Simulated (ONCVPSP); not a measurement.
**Building the ONCV potential for Be (Z = 4) (LDA (Perdew-Wang 92), non-relativistic).**

```json
{
 "Element": "Be (Z = 4)",
 "Generator": "ONCVPSP 4.0.1",
 "Type": "optimised norm-conserving Vanderbilt (ONCV)",
 "Functional": "LDA (Perdew-Wang 92)",
 "Relativity": "non-relativistic",
 "Frozen core": "[He]",
 "Valence charge": "2",
 "Reference configuration": "2s1.75 (charge +0.25)",
 "Partial waves": "2s: rc 1.35 bohr, ncon 4, nbas 8, qcut 6.2 1/bohr, 2 projectors, debl 1.3 Ha; p scattering state at 0.34 Ha: rc 1.10 bohr, ncon 4, nbas 8, qcut 7.7 1/bohr, 2 projectors, debl 1.2 Ha; d scattering state at 0.02 Ha: rc 1.40 bohr, ncon 4, nbas 7, qcut 6.9 1/bohr, 2 projectors, debl 3.1 Ha",
 "Local potential": "polynomial inside 0.85 bohr (lpopt 5, dvloc0 2 Ha)",
 "Core correction": "none"
}
```

All-electron outer shells of the reference configuration (LDA (PZ), non-relativistic, ld1.x):

| shell | level (eV) | outermost node (bohr) | outermost maximum (bohr) |
| --- | --- | --- | --- |
| 1s | -107.48 | – | 0.27 |
| 2s | -7.49 | 0.60 | 1.99 |

Calculated quality:

| Quantity | Value |
| --- | --- |
| Cutoffs needed | 6.4 Ha and 19 Ha (the cutoffs (Ha) at which the residual kinetic energy of the hardest occupied pseudo-wave falls to 1 and 0.1 mHa per electron) The cutoffs count occupied waves only; projector 2 of the p channel, the hardest unoccupied one, needs 25 Ha at the loose tolerance. |
| Ghost test | ghosts flagged at negative energy: s at -74.5 eV; no localised positive-energy state flagged; a true bound ghost makes a file unfit for plane-wave use |
| Largest excitation error | +13 meV (all-electron minus pseudo) for 2s1, out of 4 test configurations |

Generation and tests took about 2.1 s on one core of a shared server CPU.
